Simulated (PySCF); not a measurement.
# Vibration and rotation of BiSe⁺

RHF-CCSD(T) constants of BiSe⁺, ¹Σ⁺ (singlet), closed shell (Bi cc-pVDZ-PP with ECP60, Se cc-pVDZ-PP with ECP10; scalar-relativistic core potentials (PySCF 2.14); masses 208.9804 and 79.9165 u):

```
ωe              : 294.3 cm⁻¹
ωexe            : 0.711 cm⁻¹
Be              : 0.050316 cm⁻¹
αe              : 0.000134 cm⁻¹
D (centrifugal) : 5.88e-09 cm⁻¹
```

Task: Give the vibrational terms G(v) and spacings up to v = 6.

Result: G(v) = ωe(v+½) − ωexe(v+½)².

| v | G(v) (cm⁻¹) | G(v) − G(v−1) | Bv (cm⁻¹) |
| --- | --- | --- | --- |
| 0 | 147.0 |  | 0.05025 |
| 1 | 439.9 | 292.9 | 0.05011 |
| 2 | 731.3 | 291.5 | 0.04998 |
| 3 | 1021.3 | 290.0 | 0.04985 |
| 4 | 1310.0 | 288.6 | 0.04971 |
| 5 | 1597.1 | 287.2 | 0.04958 |
| 6 | 1882.9 | 285.8 | 0.04945 |

Correlated steps freeze 8 core orbitals. These are scalar-relativistic numbers at best; spin–orbit coupling would shift them, the dissociation energy most. The CCSD T1 diagnostic is raised, a sign that a single reference may not be enough here.
